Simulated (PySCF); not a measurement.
Structure problem from calculated spectra and properties.

Formula: C4H12OP2S.

* 13C NMR: chemical shifts (computed TMS as zero) by class: 34.2 (1 C), 29.2 (1 C), 21.1 (1 C), 9.8 (1 C) ppm [GIAO B97-2/pcSseg-1]
* UV, first state: lowest singlet excitation: 5.11 eV (243 nm, f = 0.007) [TDDFT B3LYP/def2-SVPD]
* NMR, other nuclei: isotropic shieldings of nuclei other than C and H, by class: 203 (1 O), 282 (1 P), 528 (1 P), 568 (1 S) ppm [GIAO B97-2/pcSseg-1]
* UV, strongest line: among the 10 lowest singlet transitions: S9 at 6.43 eV (193 nm, f = 0.073) [TDDFT B3LYP/def2-SVPD]
* Rotational structure: rotational constants A, B, C: 1.634, 0.800, 0.684 GHz [PBE0-D3(BJ)/def2-SVP]
* Dipole: 3.01 D [B3LYP/def2-SVPD]

Electronic properties: PySCF, gas phase, density fitting. Levels stand in brackets. Geometry: PBE0-D3(BJ)/def2-SVP, one conformer, isolated molecule. NMR values are class means; diastereotopic atoms form classes of their own.

Question: Give a SMILES that accounts for the data.

Answer: Numbering: `[CH3:1][CH2:2][P@@:3](=[O:4])([PH2:5])[CH2:6][S:7][CH3:8]`. 4 carbons fall into 4 classes; from least to most shielded: sp3 carbon bound to sulfur [C6] (34.2 ppm), sp3 carbon bound to phosphorus [C2] (29.2 ppm), S-methyl carbon [C8] (21.1 ppm), methyl carbon [C1] (9.8 ppm). The other shieldings belong to: 203 ppm, phosphoryl oxygen [O4]; 282 ppm, phosphoryl phosphorus [P3]; 528 ppm, three-coordinate phosphorus [P5]; 568 ppm, sulfide sulfur [S7]. The optimised geometry has point group C1 and is an asymmetric top. Structure: `CC[P@@](=O)(P)CSC`. The assignments are read from this structure; whether some other isomer fits the data as well wasn't checked. The mirror image fits equally.

Conformer computed: `[CH3:1][CH2:2][P@@:3](=[O:4])([PH2:5])[CH2:6][S:7][CH3:8]`: C1–C2–P3–O4 174°, C2–P3–C6–S7 58°, P3–C6–S7–C8 71°, H–P5–P3–C2 -67°, H–P5–P3–C2 28°.
